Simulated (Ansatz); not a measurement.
Input for Ansatz (a program for electronic structure): U-CCSD(T)/def2-SVP on Cl (SMILES [Cl]).

Ansatz 0.2 input:
```yaml
crystal:
  periodic: [false, false, false]
  atoms:
    - {symbol: Cl, position_ang: [0.00000000, 0.00000000, 0.00000000]}
basis:
  gaussian:
    orbitals: def2-SVP
magnetization: {spin_polarized: true, initial_magnetization: 1}
correlation: {method: ccsd_t, electrons: outside_noble_gas}
scf: {omitted_lower_state_checks: [cluster_reference]}
```

It printed:

```
WARN ansatz: RAYON_NUM_THREADS=4 ignored (pool sized by the plan → 4); use --threads N
Functional definition: HF
these checks for a lower state are left out or cut short: cluster_reference
integrals: 0.00 GiB planned
98 factors; integrals over basis functions are off by at most 9.6e-5 eV
mean field: 0.04 GiB planned
mean field evaluation 1: about -12498.5820 eV, gradient 4.6e0 eV
mean field evaluation 2: about -12498.5837 eV, gradient 4.6e0 eV
mean field evaluation 4: about -12498.7140 eV, gradient 2.7e-1 eV
mean field evaluation 8: about -12498.7150 eV, gradient 1.3e-6 eV
mean field evaluation 16: about -12498.7150 eV, gradient 3.1e-4 eV
mean field evaluation 32: about -12498.7150 eV, gradient 7.0e-5 eV
mean field -12498.71497327 eV, -459.3193033344 hartree, gradient 6.6e-6 eV, S^2 0.755409; 3 other end points of the search recorded, 0 dependent functions left out
5 core orbitals not correlated
reference -12498.71497327 eV, -459.3193033344 hartree; 4, 3 occupied and 9, 10 virtual orbitals, 98 factors
second order -2.96431886 eV of doubles, -0.00000000 eV of singles
coupled cluster: 0.04 GiB planned
cycle   1  -3.32906787 eV  change   -3.6e-1 eV  update   3.1e-2
cycle   2  -3.41483917 eV  change   -8.6e-2 eV  update   9.2e-3
cycle   3  -3.41934322 eV  change   -4.5e-3 eV  update   1.6e-3
cycle   4  -3.41955254 eV  change   -2.1e-4 eV  update   2.0e-4
cycle   5  -3.41949457 eV  change    5.8e-5 eV  update   3.7e-5
cycle   6  -3.41950469 eV  change   -1.0e-5 eV  update   7.4e-6
cycle   7  -3.41950288 eV  change    1.8e-6 eV  update   1.3e-6
perturbative correction -0.02793301 eV, -0.0010265193 hartree
Total energy: -12502.16240916 eV, -459.4459942666 hartree
Checks for a lower state left out: cluster_reference
```

The calculation finished and met its thresholds.

Cost: roughly 0.7 core-seconds.
